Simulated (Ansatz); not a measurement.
The cluster Pd₄H₃, relaxed as a doublet with UKS B3LYP-D4/def2-SVP in Ansatz, starting from the GFN1-xTB geometry. Force threshold 0.02 eV/Å.

In the def2 sets Pd takes a core potential; there is no spin–orbit coupling. Another isomer (doublet) lies 0.73 eV lower at PBE0-D4/def2-TZVP; other spin states weren't run for this one.

Start:

| atom | x (Å) | y (Å) | z (Å) |
| --- | --- | --- | --- |
| Pd1 | -0.667 | 0.974 | 0.765 |
| Pd2 | 0.997 | -0.670 | 0.035 |
| Pd3 | -1.339 | -0.692 | -1.077 |
| Pd4 | 0.216 | 1.351 | -1.595 |
| H5 | -1.278 | 0.361 | 1.992 |
| H6 | 1.405 | 0.319 | -1.257 |
| H7 | 0.666 | -1.643 | 1.136 |

Question: Estimate the energy that the relaxation releases and the steps that it takes.

Answer: 10.4 kcal/mol, in 9 steps; 85 s on 4 threads of Intel Xeon Platinum 8259CL on a shared host. No frequencies were taken in this run, so the end may be a saddle point.

Question: Does the start keep its bonding and symmetry?

Answer: By distances, no bond broke or formed. The bond that changes most is Pd1–Pd4, from 2.55 to 2.90 Å (atoms count from 1).

Question: Predict the relaxed structure.

Answer: 
```tsv
atom	x (Å)	y (Å)	z (Å)
Pd1	-0.664	1.090	0.933
Pd2	1.004	-0.673	0.098
Pd3	-1.421	-0.567	-1.012
Pd4	0.234	1.280	-1.818
H5	-1.233	0.050	1.877
H6	1.505	0.386	-1.366
H7	0.574	-1.567	1.289
```
Bond lengths (bridged metal pairs left out): 5 × Pd–Pd 2.57 to 2.90 Å; 4 × H–Pd 1.52 to 1.87 Å.
